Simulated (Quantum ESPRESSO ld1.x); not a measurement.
The numbers below are computed, except where a source is named.
Task: Er IV, configuration [Xe] 4f11. Level of theory: Dirac Kohn-Sham, revPBE, spin-unpolarised, spherical densities, point nucleus; open shells fill j = l - 1/2 first (ld1.x of Quantum ESPRESSO 7.5). Some entries of the table are withheld. Estimate them.

orbital  occ.  eigenvalue (eV)  <r> (bohr)
1s1/2       2         -57343.0     0.02037
2s1/2       2         -9655.21     0.08588
2p1/2       2              (1)         (2)
2p3/2       4              (3)         (4)
3s1/2       2         -2189.44      0.2249
3p1/2       2         -1988.43      0.2146
3p3/2       4         -1795.87      0.2283
3d3/2       4         -1452.73      0.2013
3d5/2       6         -1410.66      0.2055
4s1/2       2         -458.650      0.5076
4p1/2       2         -378.328      0.5167
4p3/2       4         -334.916      0.5479
4d3/2       4              (5)      0.5758
4d5/2       6              (6)      0.5869
5s1/2       2         -81.7741         (7)
5p1/2       2         -59.4366         (8)
5p3/2       4         -53.5713         (9)
4f5/2       6         -35.8691        (10)
4f7/2       5         -34.7137        (11)

Result: 
(1) 2p1/2 eigenvalue (eV): -9196.40
(2) 2p1/2 <r> (bohr): 0.07147
(3) 2p3/2 eigenvalue (eV): -8279.56
(4) 2p3/2 <r> (bohr): 0.07875
(5) 4d3/2 eigenvalue (eV): -202.827
(6) 4d5/2 eigenvalue (eV): -194.917
(7) 5s1/2 <r> (bohr): 1.230
(8) 5p1/2 <r> (bohr): 1.367
(9) 5p3/2 <r> (bohr): 1.462
(10) 4f5/2 <r> (bohr): 0.7608
(11) 4f7/2 <r> (bohr): 0.7735
